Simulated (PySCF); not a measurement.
Electronic structure of O⁺ (oxygen, charge +1) at the PBE level

Configuration: [He] 2s2 2p3, high-spin 4S determinant. All numbers are calculated (PySCF 2.14, the spin-free X2C one-electron Hamiltonian (Gaussian nucleus), in aug-cc-pVDZ-DK).

```json
{"Total energy": "-74.5285 hartree", "One-electron energy": "-98.4143 hartree", "Hartree (Coulomb) energy": "31.8976 hartree", "Exchange-correlation energy": "-8.0118 hartree", "⟨S²⟩": "3.7516", "⟨L²⟩": "0.000", "Sum of ⟨r⟩": "5.864 bohr", "Sum of ⟨r²⟩": "7.557 bohr²", "Langevin diamagnetic susceptibility": "-5.99 ×10⁻⁶ cm³/mol", "Time after the integrals": "0.16 s of wall time on 1 thread of Neoverse-N1 (shared host)"}
```

```json
{"shell": "1s α", "electrons": "1", "mean orbital energy (hartree)": "-19.61686", "rms radius, mean of both spins (bohr)": "0.231"}
{"shell": "1s β", "electrons": "1", "mean orbital energy (hartree)": "-19.53873", "rms radius, mean of both spins (bohr)": "0.231"}
{"shell": "2s α", "electrons": "1", "mean orbital energy (hartree)": "-1.53302", "rms radius, mean of both spins (bohr)": "1.20"}
{"shell": "2s β", "electrons": "1", "mean orbital energy (hartree)": "-1.31680", "rms radius, mean of both spins (bohr)": "1.20"}
{"shell": "2p α", "electrons": "3", "mean orbital energy (hartree)": "-0.97000", "rms radius, mean of both spins (bohr)": "1.23"}
```
